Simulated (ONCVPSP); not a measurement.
**How hard is this praseodymium ONCV potential?**

```json
{"Element": "Pr", "Generator": "ONCVPSP 4.0.1", "Type": "optimised norm-conserving Vanderbilt (ONCV)", "Functional": "PBE", "Relativity": "scalar-relativistic", "Frozen core": "[Kr] 4d10 4f2", "Valence charge": "11", "Reference configuration": "5s2 5p6 5d1 6s1.5 (charge +0.5)", "Partial waves": "5s+6s: rc 2.15 bohr, ncon 4, nbas 7, qcut 4.3 1/bohr, 2 projectors; 5p: rc 2.90 bohr, ncon 5, nbas 9, qcut 5.6 1/bohr, 3 projectors, debl 0.6 Ha; 5d: rc 2.90 bohr, ncon 3, nbas 8, qcut 6.3 1/bohr, 3 projectors, debl 0.4 Ha; f scattering state at 0.44 Ha: rc 2.80 bohr, ncon 4, nbas 7, qcut 4 1/bohr, 2 projectors, debl 2.5 Ha", "Local potential": "polynomial inside 1.50 bohr (lpopt 5, dvloc0 0 Ha)", "Core correction": "polynomial model core, fcfact 0.6"}
```

In the p channel the program set the typed energies aside and used -0.986, 0.250, 0.850 Ha.

Problem. For each optimised wave give the share of its norm inside rc, the residual kinetic energy above qcut (Ha) and the cutoffs (Ha) for errors of 10, 1, 0.1 and 0.01 mHa per electron.

Solution.

```json
{"wave": "5s", "norm inside rc": "0.909", "residual KE": "6.5e-04", "10 mHa": "6.3", "1 mHa": "9.0", "0.1 mHa": "23.5", "0.01 mHa": "30.2"}
{"wave": "6s", "norm inside rc": "0.056", "residual KE": "3.8e-04", "10 mHa": "4.8", "1 mHa": "8.2", "0.1 mHa": "14.9", "0.01 mHa": "30.0"}
{"wave": "5p", "norm inside rc": "0.960", "residual KE": "9.9e-08", "10 mHa": "4.1", "1 mHa": "5.6", "0.1 mHa": "10.3", "0.01 mHa": "12.6"}
{"wave": "p projector 2", "norm inside rc": "0.108", "residual KE": "1.1e-07", "10 mHa": "3.5", "1 mHa": "5.0", "0.1 mHa": "9.6", "0.01 mHa": "12.4"}
{"wave": "p projector 3", "norm inside rc": "0.250", "residual KE": "5.2e-07", "10 mHa": "4.2", "1 mHa": "8.0", "0.1 mHa": "11.6", "0.01 mHa": "13.6"}
{"wave": "5d", "norm inside rc": "0.618", "residual KE": "6.1e-10", "10 mHa": "4.8", "1 mHa": "6.8", "0.1 mHa": "8.5", "0.01 mHa": "10.0"}
{"wave": "d projector 2", "norm inside rc": "0.187", "residual KE": "2.1e-10", "10 mHa": "4.7", "1 mHa": "6.7", "0.1 mHa": "8.4", "0.01 mHa": "9.9"}
{"wave": "d projector 3", "norm inside rc": "0.116", "residual KE": "1.6e-10", "10 mHa": "4.9", "1 mHa": "6.9", "0.1 mHa": "8.6", "0.01 mHa": "10.0"}
{"wave": "f projector 1", "norm inside rc": "0.275", "residual KE": "1.9e-03", "10 mHa": "5.8", "1 mHa": "10.6", "0.1 mHa": "24.3", "0.01 mHa": "31.8"}
{"wave": "f projector 2", "norm inside rc": "0.170", "residual KE": "8.0e-02", "10 mHa": "25.9", "1 mHa": "33.3", "0.1 mHa": "41.5", "0.01 mHa": "58.8"}
```

The occupied waves need 9.0 Ha and 24 Ha for 1 and 0.1 mHa. The cutoffs count occupied waves only; projector 2 of the f channel, the hardest unoccupied one, needs 33 Ha at the loose tolerance. Note: no bound ghost flagged; GHOST(+) flagged for s at 44.7 eV, p at 175.1 eV.
